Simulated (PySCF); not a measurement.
NMR data sheet: C5H6F2OSi

| Quantity | Value |
| --- | --- |
| Formula | C5H6F2OSi |
| SMILES | COC1=C(F)[SiH2]C=C1F |
| Point group of the computed structure | Cs |
| Degrees of unsaturation | 3 |
| Carbon signals | 5 |
| Proton signals | 3 |

Atoms are numbered as in `[CH3:1][O:2][C:3]1=[C:4]([F:5])[SiH2:6][CH:7]=[C:8]1[F:9]`. Each H is labelled by its parent atom.

- shielding tensors at PBE0/pcSseg-1 (GIAO)
- geometry from GFN2-xTB
- code: PySCF 2.14
- one conformer, fast rotation and ring inversion assumed for equivalent nuclei, no solvent, no relativistic terms

Scale: 1H (31.72 ppm) and 13C (186.93 ppm) and 29Si (349.16 ppm) against TMS; CFCl3 for 19F (170.95 ppm); 17O (336.08 ppm) vs H2O (reference shieldings calculated alike).

```tsv
carbon	δC, type	δH (multiplicity)	HMBC from (2–3 bonds)	span of the C tensor (ppm)
C1	59.4, CH3	4.20 (s)	–	76
C3	150.4, C	–	H(Si6), H(C7), H(C1)	160
C4	153.5, C	–	H(Si6), H(C7)	82
C7	87.2, CH	4.65 (m)	H(Si6)	164
C8	174.0, C	–	H(Si6), H(C7)	168
```

Other nuclei:
```
 atoms  nucleus                                                environment  δ (ppm)  σ (ppm)
H(Si6)       1H  hydrogen on a silicon bonded to 2 C, in a 5-membered ring     4.68    27.04
    F9      19F                                           vinylic fluorine    -81.1    252.0
    F5      19F                                           vinylic fluorine   -183.4    354.4
   Si6     29Si           silicon bonded to 2 C, 2 H, in a 5-membered ring    -64.7    413.8
    O2      17O                                               ether oxygen    116.0    220.1
```

- Carbon types of the structure: 3 × C, 1 × CH, 1 × CH3, leaving 2 H on heteroatoms.
- δC 174.0: fully substituted alkene carbon.
- δC 153.5: β carbon of an enol-ether or enamine type C=C.
- δC 150.4: alkene carbon bearing oxygen; an sp2 carbon further deshielded by the attached heteroatom.
- δC 87.2: alkene CH.
- δH 4.65: hydrogen on an alkene CH; olefinic region.

Splittings by 19F in the carbon and heteronuclear signals aren't shown, as no couplings were computed. Shifts are as computed. Against solution values, carbons near 30 ppm lie about +3 ppm off and those near 130 ppm about +5 ppm. Of 1211 compounds with measured shifts, 218 miss one by over three times the rms of a fit or turn the order of signals round; such compounds aren't used in these exercises. Unscaled 19F shifts against computed CFCl3 carry errors that often reach 10 to 50 ppm. Experimental scales use liquid or dissolved standards, which lie at an offset from isolated H2O (liquid H2O: subtract about 36 ppm). No couplings were computed; multiplicities are counted from neighbouring protons, with m where these are inequivalent, close in shift, in a saturated or five-membered ring or joined by F or P, and br s for small geminal =CH2 splittings.
